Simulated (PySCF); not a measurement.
Isomers of C2H12NPSi3, mass 165.002 u with the commonest isotopes. Theory: PBE0/pcSseg-1 in PySCF (dipole) on a GFN2-xTB geometry, gas phase. One conformer each, none proved a minimum here; rigid rotors.

Question: Order these by rotational constant B, largest first.
A. `[PH2:1][Si@H:2]1[CH2:3][CH2:4][SiH2:5][NH:6][SiH2:7]1` with H–P1–Si2–C3 179° and -89°, P1–Si2–C3–C4 179°, Si2–C3–C4–Si5 -68°, C3–C4–Si5–N6 60°, C4–Si5–N6–Si7 -43°
B. `[PH2:1][Si@@H:2]1[SiH2:3][CH2:4][CH2:5][NH:6][SiH2:7]1` with H–P1–Si2–Si3 52° and -40°, P1–Si2–Si3–C4 -150°, Si2–Si3–C4–C5 -15°, Si3–C4–C5–N6 73°, C4–C5–N6–Si7 -95°
C. `[CH3:1]/[N:2]=[CH:3]/[SiH2:4][P:5]([SiH3:6])[SiH3:7]` with N2–C3–Si4–P5 118°, C3–Si4–P5–Si6 -167°

Answer: B (878.9 MHz), A (766.8 MHz), C (620.6 MHz).

Question: Order these by rotational constant C, largest first.
A. `[PH2:1][Si@H:2]1[CH2:3][CH2:4][SiH2:5][NH:6][SiH2:7]1` with H–P1–Si2–C3 179° and -89°, P1–Si2–C3–C4 179°, Si2–C3–C4–Si5 -68°, C3–C4–Si5–N6 60°, C4–Si5–N6–Si7 -43°
B. `[CH3:1]/[N:2]=[CH:3]/[SiH2:4][P:5]([SiH3:6])[SiH3:7]` with N2–C3–Si4–P5 118°, C3–Si4–P5–Si6 -167°
C. `[PH2:1][Si@@H:2]1[SiH2:3][CH2:4][CH2:5][NH:6][SiH2:7]1` with H–P1–Si2–Si3 52° and -40°, P1–Si2–Si3–C4 -150°, Si2–Si3–C4–C5 -15°, Si3–C4–C5–N6 73°, C4–C5–N6–Si7 -95°

Answer: C (613.0 MHz), A (595.0 MHz), B (514.2 MHz).

Question: Order these by out-of-plane moment Σ m c² = (Ia + Ib − Ic)/2, largest first.
A. `[PH2:1][Si@H:2]1[CH2:3][CH2:4][SiH2:5][NH:6][SiH2:7]1` with H–P1–Si2–C3 179° and -89°, P1–Si2–C3–C4 179°, Si2–C3–C4–Si5 -68°, C3–C4–Si5–N6 60°, C4–Si5–N6–Si7 -43°
B. `[PH2:1][Si@@H:2]1[SiH2:3][CH2:4][CH2:5][NH:6][SiH2:7]1` with H–P1–Si2–Si3 52° and -40°, P1–Si2–Si3–C4 -150°, Si2–Si3–C4–C5 -15°, Si3–C4–C5–N6 73°, C4–C5–N6–Si7 -95°
C. `[CH3:1]/[N:2]=[CH:3]/[SiH2:4][P:5]([SiH3:6])[SiH3:7]` with N2–C3–Si4–P5 118°, C3–Si4–P5–Si6 -167°

Answer: C (39.98 u·Å²), A (32.66 u·Å²), B (30.18 u·Å²).

```tsv
SMILES	point group	Ia (u·Å²)	Ib (u·Å²)	Ic (u·Å²)	κ	μa (D)	μb (D)	μc (D)
P[Si@H]1CC[SiH2]N[SiH2]1	C1	255.55	659.09	849.33	-0.75	1.19	0.54	0.03
P[Si@@H]1[SiH2]CCN[SiH2]1	C1	309.75	575.04	824.42	-0.48	2.08	0.41	0.64
C/N=C/[SiH2]P([SiH3])[SiH3]	C1	248.42	814.32	982.78	-0.86	0.87	0.23	0.14
```
